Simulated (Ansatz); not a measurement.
Molecule: C2H9Si2, net charge -1, singlet state. It need not be the lowest isomer of its formula. Whether it binds its extra electron was not tested at this geometry. 
Coordinates optimised at B3LYP-D3(BJ)/def2-TZVP (Ansatz, a program for electronic structure):
```
Si
H 1 1.4928
H 1 1.4931 2 106.25
C 1 1.8438 2 112.72 3 122.99
H 4 1.0951 1 109.92 2 74.98
H 4 1.0968 5 107.34 1 -117.15
C 1 1.9054 2 105.30 3 -111.83
H 7 1.0935 1 110.56 2 -64.14
H 7 1.0936 8 107.57 1 120.99
H 7 1.0942 8 107.94 9 116.33
Si 4 2.0043 5 111.96 6 -117.63
H 11 1.5407 4 95.61 5 -45.74
H 11 1.5431 12 93.92 4 -96.00
```
Charge -1, spin multiplicity 1.

Total electronic energies in hartree. Valence correlation only, unless marked. No spin-orbit coupling. No relativistic terms. CBS(X,Y): correlation extrapolated as X^-3; Hartree-Fock from the larger set. The bracket is a focal-point correction in the basis named.

```json
[
 {"level": "RI-HF/aug-cc-pV(Q+d)Z", "program": "Ansatz", "energy (Eh)": "-658.89244"},
 {"level": "PBE0/def2-TZVPD", "program": "Ansatz", "energy (Eh)": "-660.31721"},
 {"level": "HSE06-D3(BJ)/def2-TZVPD", "program": "Ansatz + dftd3", "energy (Eh)": "-660.30589"},
 {"level": "CAM-B3LYP-D4/def2-TZVPD", "program": "Ansatz + dftd4", "energy (Eh)": "-660.63741"},
 {"level": "B2GP-PLYP/def2-TZVPD", "program": "Ansatz", "energy (Eh)": "-660.23067"},
 {"level": "MP2/cc-pwCVTZ", "program": "Ansatz", "energy (Eh)": "-659.51424"},
 {"level": "MP2/cc-pV(Q+d)Z", "program": "Ansatz", "energy (Eh)": "-659.56207"},
 {"level": "RI-MP2/CBS(aug-cc-pV(T+d)Z,aug-cc-pV(Q+d)Z)+[CCSD(T)-MP2]/aug-cc-pV(D+d)Z", "program": "Ansatz", "energy (Eh)": "-659.6878"},
 {"level": "CCSD(T)/CBS(aug-cc-pV(T+d)Z,aug-cc-pV(Q+d)Z)", "program": "Ansatz", "energy (Eh)": "-659.6741"}
]
```

Totals of different functionals don't rank their quality; only differences between species are comparable.
